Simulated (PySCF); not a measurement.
Compound: C9H6N2.
SMILES with atom numbers: `[CH2:1]=[CH:2][CH2:3][C:4]#[C:5]/[C:6]([C:7]#[N:8])=[CH:9]\[C:10]#[N:11]` (hydrogens: H12, H13 on C1; H14 on C2; H15, H16 on C3; H17 on C9)

All values: CAM-B3LYP/def2-SVPD (PySCF, non-relativistic), on one gas-phase PBE0-D3(BJ)/def2-SVP geometry that isn't relaxed in the solvent. The solvent is an IEF-PCM continuum (cavity from Bondi-type radii × 1.2). Specific hydrogen bonds and non-electrostatic terms are outside this model.

Gas phase at CAM-B3LYP/def2-SVPD: HOMO -9.13 eV, LUMO -2.23 eV, dipole 2.28 D.

Problem. What does the continuum do to the energy, the frontier levels and the dipole at CAM-B3LYP/def2-SVPD in acetone and dimethylsulfoxide?

Solution. 
```tsv
solvent	ε	E(solvent) − E(gas) (kJ/mol)	polarisation term (kJ/mol)	distortion of the solute (kJ/mol)	HOMO (eV)	LUMO (eV)	dipole (D)
acetone	20.49	-38.87	-46.38	7.51	-8.92	-2.09	2.42
dimethylsulfoxide	46.83	-40.72	-49.00	8.28	-8.91	-2.09	2.41
```

The first energy column is the sum of the next two and covers electrostatics alone. From acetone to dimethylsulfoxide the lowering changes by a factor 1.05, Onsager's factor (ε − 1)/(2ε + 1) by 1.04 and ε itself by 2.3.

Problem. Which radius a makes the point-dipole formula ΔE = −[(ε − 1)/(2ε + 1)]·μ²/a³ give the value in dimethylsulfoxide, with the gas-phase dipole?

Solution. μ = 0.899 au and |ΔE| = 0.01551 Eh give a = 1.55 Å; the farthest nucleus lies 4.56 Å from the centroid of the nuclei, so such a sphere wouldn't even hold the nuclei. The formula assumes a rigid point dipole at the centre of a sphere.

Problem. How does the static polarisability (CAM-B3LYP/def2-SVPD, frozen core, with the continuum's full static response) change?

Solution. 
```json
{"medium": "gas", "isotropic (au)": "123.1", "principal values (au)": "77.1, 137.7, 154.3", "⟨r²⟩ of the electrons (bohr²)": "2402.7"}
{"medium": "acetone", "isotropic (au)": "164.7", "principal values (au)": "104.6, 191.0, 198.4", "⟨r²⟩ of the electrons (bohr²)": "2404.6"}
{"medium": "dimethylsulfoxide", "isotropic (au)": "167.1", "principal values (au)": "106.6, 193.6, 201.1", "⟨r²⟩ of the electrons (bohr²)": "2404.7"}
```

The isotropic value in dimethylsulfoxide is 1.36 times the gas-phase one; no cavity-field correction is applied. ⟨r²⟩ is taken about the centre of nuclear charge.

The run took about 3 min of CPU time (one thread, shared machine). This is the whole response run at CAM-B3LYP/def2-SVPD in dimethylsulfoxide, SCF included.

Conformer computed: `[CH2:1]=[CH:2][CH2:3][C:4]#[C:5]/[C:6]([C:7]#[N:8])=[CH:9]\[C:10]#[N:11]`: C1–C2–C3–C4 123°.
